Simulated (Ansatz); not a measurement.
This geometry of C3H5ClOSi (11 atoms, charge 0, multiplicity 1) is a first-order saddle point.

The calculation used RKS CAM-B3LYP-D4/def2-SVP (Ansatz 0.2.0).

```xyz
11
Properties=species:S:1:pos:R:3
C 0.836 -1.775 -0.315
Si -0.536 -0.742 0.433
Cl -2.352 -1.299 -0.422
C -0.257 1.026 0.133
C -0.060 2.204 -0.085
O 0.188 3.451 -0.342
H 1.588 -1.131 -0.792
H 0.430 -2.456 -1.076
H 1.335 -2.380 0.456
H -0.683 -0.980 1.890
H -0.423 4.027 0.141
```

(1) Which two structures does it join? (They come from a converged band through this point; their orientation in space is the band's.)

(2) How far does it lie above each of them?

Results:

(1) No bond is made or broken. The dihedral H9–C1–Si2–Cl3 goes from -179 to -58°. The two ends are copies of one structure, up to a mirror image or an exchange of like atoms.

First end point:

```xyz
11
Properties=species:S:1:pos:R:3
C 0.824 -1.769 -0.306
Si -0.591 -0.751 0.345
Cl -2.310 -1.250 -0.716
C -0.251 1.021 0.149
C -0.014 2.202 -0.001
O 0.277 3.452 -0.185
H 1.002 -1.543 -1.367
H 0.609 -2.844 -0.211
H 1.745 -1.544 0.254
H -0.877 -1.052 1.769
H -0.349 4.021 0.289
```

Last end point:

```xyz
11
Properties=species:S:1:pos:R:3
C 0.826 -1.767 -0.319
Si -0.524 -0.744 0.452
Cl -2.347 -1.325 -0.368
C -0.255 1.022 0.133
C -0.068 2.199 -0.101
O 0.167 3.443 -0.378
H 1.801 -1.499 0.115
H 0.869 -1.588 -1.403
H 0.648 -2.839 -0.150
H -0.630 -0.981 1.913
H -0.422 4.023 0.128
```

(2) 0.073 eV above the first and 0.073 eV above the second. This is the barrier of this one path; another mechanism may lie lower.

Time of the run: 5.7 min on 2 threads of Intel(R) Xeon(R) CPU @ 2.80GHz (Skylake/Cascade Lake) (shared host), peak memory 0.37 GiB.
